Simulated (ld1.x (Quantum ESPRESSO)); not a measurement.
**Reading a pseudo-wave (V)**

Columns: radius, all-electron u(r) and pseudo u(r) of the 3p shell (level -51.63 eV) of vanadium in the configuration [Ne] 3s2 3p6 3d3 4s1 4p0; revPBE, scalar-relativistic, TM semilocal scheme, ld1.x (Quantum ESPRESSO) 7.5.

```json
{"r (bohr)": "0.118", "all-electron": "0.4912", "pseudo": "-0.0497"}
{"r (bohr)": "0.235", "all-electron": "0.4342", "pseudo": "-0.1889"}
{"r (bohr)": "0.353", "all-electron": "-0.0214", "pseudo": "-0.3964"}
{"r (bohr)": "0.470", "all-electron": "-0.4851", "pseudo": "-0.6322"}
{"r (bohr)": "0.588", "all-electron": "-0.8203", "pseudo": "-0.8529"}
{"r (bohr)": "0.705", "all-electron": "-1.0042", "pseudo": "-1.0065"}
{"r (bohr)": "0.822", "all-electron": "-1.0676", "pseudo": "-1.0676"}
{"r (bohr)": "0.940", "all-electron": "-1.0481", "pseudo": "-1.0481"}
{"r (bohr)": "1.058", "all-electron": "-0.9784", "pseudo": "-0.9784"}
{"r (bohr)": "1.175", "all-electron": "-0.8840", "pseudo": "-0.8840"}
{"r (bohr)": "1.292", "all-electron": "-0.7805", "pseudo": "-0.7805"}
{"r (bohr)": "1.410", "all-electron": "-0.6767", "pseudo": "-0.6767"}
{"r (bohr)": "1.528", "all-electron": "-0.5794", "pseudo": "-0.5794"}
{"r (bohr)": "1.645", "all-electron": "-0.4919", "pseudo": "-0.4919"}
{"r (bohr)": "1.763", "all-electron": "-0.4140", "pseudo": "-0.4140"}
{"r (bohr)": "1.880", "all-electron": "-0.3469", "pseudo": "-0.3469"}
{"r (bohr)": "1.998", "all-electron": "-0.2888", "pseudo": "-0.2888"}
{"r (bohr)": "2.115", "all-electron": "-0.2400", "pseudo": "-0.2400"}
{"r (bohr)": "2.232", "all-electron": "-0.1988", "pseudo": "-0.1988"}
{"r (bohr)": "2.350", "all-electron": "-0.1639", "pseudo": "-0.1639"}
{"r (bohr)": "2.468", "all-electron": "-0.1349", "pseudo": "-0.1349"}
{"r (bohr)": "2.585", "all-electron": "-0.1110", "pseudo": "-0.1110"}
{"r (bohr)": "2.702", "all-electron": "-0.0912", "pseudo": "-0.0912"}
{"r (bohr)": "2.820", "all-electron": "-0.0747", "pseudo": "-0.0747"}
{"r (bohr)": "2.938", "all-electron": "-0.0610", "pseudo": "-0.0610"}
{"r (bohr)": "3.055", "all-electron": "-0.0499", "pseudo": "-0.0499"}
```

Question: How many radial nodes do the two functions have?

Answer: The all-electron 3p function has n − l − 1 = 1; the pseudo-wave has 0, since the states of the same l below it are removed with the core.

Question: At about which radius was the pseudo-wave matched?

Answer: 0.85 bohr, where the columns begin to agree (steps of 0.12 bohr).

Question: Where does each function peak?

Answer: Outermost all-electron maximum near 0.82 bohr, pseudo maximum near 0.82 bohr (to the table’s step).

Question: Is the pseudo-wave norm-conserving?

Answer: Yes: the TM semilocal scheme keeps the norm inside the radius equal to the all-electron one, which fixes the energy derivative of the logarithmic derivative at the level.
